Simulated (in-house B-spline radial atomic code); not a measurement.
## Two electrons outside the 1s2 core: Ar¹⁴⁺

Computed with a B-spline radial code for spherical atoms: configuration interaction (CI) of the two valence electrons in the field of the frozen Dirac-Fock core, alone and with many-body perturbation theory for the core (screened one- and two-electron correlation potentials), Breit and QED terms; no-pair Dirac Hamiltonian, finite nucleus. Labels give the configuration (outer n counted up each series) and the leading LS term, or the jj pair where no LS term holds 70 %.

Command:
```bash
python run_mb.py task.json out
```
Settings (nuclear radius in fm, box in bohr, cutoff in hartree):
```
basis_form          3
Z                   18
core_configuration  1s2
rms_radius          3.4274
mass_number         40
speed_of_light      137.036
box_radius          5.625
lmax                6
intervals           61
virtual_cutoff      648.0
```

Run time, properties included: 31 s on 1 thread of AMD EPYC 7R43 64-Core Processor, with other jobs on the host.

Excitation energies (eV):

| level | purity of the LS term | CI alone | CI + MBPT + Breit + QED |
| --- | --- | --- | --- |
| 2s2 1S0 | 1.0 | 0 | 0 |
| 2s2p 3P°0 | 1.0 | 28.442 | 28.343 |
| 2s2p 3P°1 | 0.997 | 29.413 | 29.23 |
| 2s2p 3P°2 | 1.0 | 31.604 | 31.309 |
| 2s2p 1P°1 | 0.997 | 56.528 | 56.1 |
| 2p2 3P0 | 0.991 | 75.467 | 74.998 |
| 2p2 3P1 | 1.0 | 76.787 | 76.252 |
| 2p2 3P2 | 0.964 | 78.569 | 77.878 |
| 2p2 1D2 | 0.964 | 86.123 | 85.5 |
| 2p2 1S0 | 0.991 | 104.73 | 104.28 |
| 2s3s 3S1 | 1.0 | 488.37 | 488.19 |
| 2s3s 1S0 | 1.0 | 493.7 | 493.55 |
| 2s3p 1P°1 | 0.71 | 501.43 | 501.2 |
| 2s3p 3P°0 | 1.0 | 501.69 | 501.5 |
| 2s3p 3P°1 | 0.711 | ? | ? |
| 2s3p 3P°2 | 1.0 | 502.58 | 502.33 |
| 2s3d 3D1 | 1.0 | 509.61 | 509.36 |
| 2s3d 3D2 | 0.999 | 509.73 | 509.47 |
| 2s3d 3D3 | 1.0 | 509.92 | 509.64 |
| 2s3d 1D2 | 0.999 | 514.89 | 514.63 |
| 2p3s 3P°0 | 1.0 | 524.09 | 523.77 |
| 2p3s 3P°1 | 0.954 | ? | ? |
| 2p3s 3P°2 | 1.0 | 527.33 | 526.84 |
| 2p3s 1P°1 | 0.954 | 531.68 | 531.19 |
| 2p3p (1/2,1/2)1 | 0.5 (1P) | 532.77 | 532.38 |
| 2p3p (1/2,3/2)1 | 0.498 (3D) | 535.05 | 534.57 |
| 2p3p 3D2 | 0.972 | 535.16 | 534.71 |
| 2p3p 3D3 | 1.0 | 537.44 | 536.86 |
| 2p3p 3S1 | 0.72 | 538.74 | 538.24 |
| 2p3p 3P0 | 0.976 | 538.94 | 538.53 |

(1) Where does 2p3s 3P°1 lie?

(2) Where does 2s3p 3P°1 lie?

(3) What is the first ionisation energy?

Some electric-dipole lines (reduced elements in atomic units, length form; vacuum wavelengths from the computed energies):

```
    upper      lower  D bare (size)  D with core polarisation (size)  λ (nm)  A (s⁻¹)
2s2p 3P°1    2s2 1S0          0.018                            0.018  42.416  2.9e+06
2s2p 1P°1    2s2 1S0          0.388                            0.387  22.101  9.4e+09
  2p2 3P0  2s2p 3P°1          0.263                            0.262   27.09    7e+09
  2p2 3P1  2s2p 3P°0          0.263                            0.262  25.879  2.7e+09
  2p2 3P1  2s2p 3P°1          0.227                            0.227  26.368  1.9e+09
  2p2 3P2  2s2p 3P°1          0.295                            0.294  25.486  2.1e+09
  2p2 1D2  2s2p 3P°1          0.025                           0.0249  22.034  2.3e+07
  2p2 1S0  2s2p 3P°1        0.00656                          0.00655  16.521  1.9e+07
 2s3s 3S1  2s2p 3P°0         0.0506                           0.0508  2.6962  8.9e+10
 2s3s 3S1  2s2p 3P°1          0.088                           0.0883  2.7014  2.7e+11
```

Weak lines are less accurate than strong ones.

Results:

(1) 524.85 eV in CI alone and 524.49 eV with all corrections.

(2) 502.24 eV in CI alone and 502 eV with all corrections.

(3) 855.75 eV to the 2s1/2 state of the next ion (855.99 eV from CI alone). NIST lists 855.5 ± 0.3 eV (semi-empirical).
